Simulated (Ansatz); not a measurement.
Consider the redistribution: `Cl[SiH2]Cl` + `[F][GeH2][CH2]Cl` → `ClC[SiH2]Cl` + `[F][GeH2][Cl]`.

Isolated molecules relaxed with PBE0-D4/def2-TZVP in Ansatz; ΔE leaves out vibrations. CCSD(T)/CBS adds triple-zeta CCSD(T) − MP2 to the extrapolated MP2 energy (def2 sets, frozen cores). DFT in def2-TZVPP. B3LYP here is the variant with VWN-RPA as its local correlation; programs differ in this. For Ge outer-core shells are correlated without core-valence functions, which leaves a few kJ/mol of doubt a bond. Scalar relativity is left out up to krypton. One conformer a species, not always the lowest.

(1) Is it downhill or uphill in electronic energy at CCSD(T)/CBS, and by how much? (An estimate is asked.)

(2) What do these levels give: PBE-D4, B3LYP-D4, ωB97M-V, B2PLYP, r2SCAN, PBE0, B3LYP, HF/def2-TZVPP, CCSD(T)/def2-TZVPP, SCS-MP2/def2-QZVPP, MP2/CBS(def2), CCSD/CBS(def2)? (Estimate.)

Largest T1 diagnostic among the species: 0.011.

Answers

(1) The calculation gave: Uphill: ΔE = +0.07 eV.

(2) The calculation gave: PBE-D4 0.01, B3LYP-D4 0.01, ωB97M-V 0.02, B2PLYP 0.02, r2SCAN 0.01, PBE0 0.01, B3LYP 0.01, HF/def2-TZVPP -0.03, CCSD(T)/def2-TZVPP 0.03, SCS-MP2/def2-QZVPP 0.06, MP2/CBS(def2) 0.09, CCSD/CBS(def2) 0.07 eV.

In def2-TZVPP, CCSD(T) changes the Hartree–Fock value by +0.07 eV (the triples alone add −0.00 eV) and MP2 by +0.09 eV.
